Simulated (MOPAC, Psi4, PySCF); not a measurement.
Conformational energy of C4H8OSi2, SMILES [SiH3][SiH2]c1ccco1. Scanned: dihedral Si1–Si2–C3–O7; all other coordinates were relaxed at GFN2-xTB. Points at φ and −φ are mirror images. Heavy atoms are numbered in the order of the SMILES [SiH3][SiH2]c1ccco1, hydrogens after them in the order of the atoms that carry them; the mirror image has the same energies with the sign of each dihedral reversed.

Levels: RHF/6-31G* = restricted Hartree-Fock/6-31G*, spherical d, density fitting // GFN2-xTB run with PySCF 2.14.0; PM7, restricted, heats of formation // GFN2-xTB (MOPAC); PM3, restricted, heats of formation // GFN2-xTB (MOPAC); PBE-D3(BJ)/def2-SVP // GFN2-xTB (Psi4).

Energies relative to the lowest point of each profile, in kJ/mol; the last columns give the difference from PBE-D3(BJ):

| φ / ° | RHF/6-31G* | PM7 | PM3 | PBE-D3(BJ)/def2-SVP | RHF/6-31G* − PBE-D3(BJ)/def2-SVP | PM7 − PBE-D3(BJ)/def2-SVP | PM3 − PBE-D3(BJ)/def2-SVP |
|---|---|---|---|---|---|---|---|
| -165 | 3.96 | 6.81 | 2.43 | 1.83 | 2.13 | 4.99 | 0.61 |
| -150 | 4.31 | 5.58 | 2.04 | 2.45 | 1.86 | 3.13 | -0.41 |
| -135 | 4.86 | 4.28 | 1.41 | 3.17 | 1.69 | 1.11 | -1.76 |
| -120 | 5.18 | 3.31 | 0.70 | 3.52 | 1.66 | -0.21 | -2.82 |
| -105 | 4.57 | 2.47 | 0.13 | 3.13 | 1.44 | -0.66 | -2.99 |
| -90 | 3.01 | 1.65 | 0.00 | 2.07 | 0.94 | -0.42 | -2.07 |
| -75 | 1.09 | 0.79 | 0.47 | 0.81 | 0.28 | -0.02 | -0.34 |
| -60 | 0.00 | 0.13 | 1.71 | 0.00 | 0.00 | 0.13 | 1.71 |
| -45 | 0.39 | 0.00 | 3.50 | 0.10 | 0.29 | -0.10 | 3.39 |
| -30 | 2.16 | 0.48 | 5.50 | 0.83 | 1.33 | -0.35 | 4.67 |
| -15 | 4.21 | 1.31 | 7.26 | 1.64 | 2.57 | -0.33 | 5.62 |
| 0 | 5.16 | 1.74 | 8.01 | 2.00 | 3.17 | -0.26 | 6.01 |
| 15 | 4.21 | 1.31 | 7.26 | 1.64 | 2.57 | -0.33 | 5.62 |
| 30 | 2.16 | 0.48 | 5.50 | 0.83 | 1.33 | -0.35 | 4.67 |
| 45 | 0.39 | 0.00 | 3.50 | 0.10 | 0.29 | -0.10 | 3.39 |
| 60 | 0.00 | 0.13 | 1.71 | 0.00 | 0.00 | 0.13 | 1.71 |
| 75 | 1.09 | 0.79 | 0.47 | 0.81 | 0.28 | -0.02 | -0.34 |
| 90 | 3.01 | 1.65 | 0.00 | 2.07 | 0.94 | -0.42 | -2.07 |
| 105 | 4.57 | 2.47 | 0.13 | 3.13 | 1.44 | -0.66 | -2.99 |
| 120 | 5.18 | 3.31 | 0.70 | 3.52 | 1.66 | -0.21 | -2.82 |
| 135 | 4.86 | 4.28 | 1.41 | 3.17 | 1.69 | 1.11 | -1.76 |
| 150 | 4.31 | 5.58 | 2.04 | 2.45 | 1.86 | 3.13 | -0.41 |
| 165 | 3.96 | 6.81 | 2.43 | 1.83 | 2.13 | 4.99 | 0.61 |
| 180 | 3.75 | 7.34 | 2.57 | 1.50 | 2.25 | 5.84 | 1.06 |

RHF/6-31G* is furthest from PBE-D3(BJ)/def2-SVP at 0 (3.17 kJ/mol, above); its mean absolute difference over the points is 1.41 kJ/mol.

PM7 is furthest from PBE-D3(BJ)/def2-SVP at 180 (5.84 kJ/mol, above); its mean absolute difference over the points is 1.21 kJ/mol.

PM3 is furthest from PBE-D3(BJ)/def2-SVP at 0 (6.01 kJ/mol, above); its mean absolute difference over the points is 2.49 kJ/mol.
